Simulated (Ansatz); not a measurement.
Na7⁻, relaxed as a singlet with RKS PBE0/def2-SVPD in Ansatz, starting from the GFN1-xTB geometry. Force threshold 0.02 eV/Å.

The restricted singlet is unstable towards broken spin symmetry in Hartree–Fock (as tested in another run); at PBE0/def2-SVPD this wasn't settled. The structure comes from a short search, and lower isomers may exist.

Start:

Cartesian coordinates in Å:
```
Na 0.709 -0.409 -0.738
Na -2.279 1.281 1.058
Na 0.484 2.327 3.925
Na 1.723 -1.661 -2.129
Na -0.459 -0.597 -1.571
Na -1.717 -0.675 -0.231
Na 1.540 -0.267 -0.315
```

(1) Estimate the energy that the relaxation releases and the steps that it takes.

(2) Does the start keep its bonding?

(3) Predict the relaxed structure.

## Answers

(1) 63.56 eV, in 26 steps; 79 s on 4 threads of Arm Neoverse V2 on a shared host. The force fell under the threshold at step 23, but the optimiser went on and released 0.003 eV more. No frequencies were taken in this run, so the end may be a saddle point.

(2) Bonds lost: Na1–Na6, Na5–Na7 (atoms count from 1). Bonds formed: Na1–Na3, Na3–Na6, Na3–Na7 (atoms count from 1). Metal–metal contacts that move far: Na1–Na4 2.13 to 3.91 Å, Na2–Na3 4.12 to 3.39 Å, Na6–Na7 3.28 to 3.90 Å.

(3) 
```tsv
atom	x (Å)	y (Å)	z (Å)
Na1	1.023	1.867	-1.036
Na2	-2.332	1.604	0.394
Na3	0.147	1.113	2.653
Na4	1.225	-1.976	-1.710
Na5	-1.620	-0.239	-2.342
Na6	-1.060	-1.833	1.021
Na7	2.617	-0.536	1.020
```
Bond lengths (bridged metal pairs left out): 15 × Na–Na 3.37 to 3.91 Å.
